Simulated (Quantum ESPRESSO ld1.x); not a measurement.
Initial-state core-level shifts of the aluminium ion Al+ when its valence configuration changes from [Ne] 3s2. Calculated with ld1.x of Quantum ESPRESSO 7.5: non-relativistic Kohn-Sham, LDA (Slater exchange, Perdew-Wang correlation), spin-polarised, spherical densities, point nucleus; open shells are filled with parallel spins first. Shifts are changes of the shell-averaged eigenvalues in eV (positive: less bound).

valence,1s,2s,2p
3s1 3p1,-1.376,-1.392,-1.369
3p2,-2.973,-2.969,-2.927
3s1.5 3p0.5,-0.786,-0.781,-0.771
3s0.5 3p1.5,-2.184,-2.189,-2.156
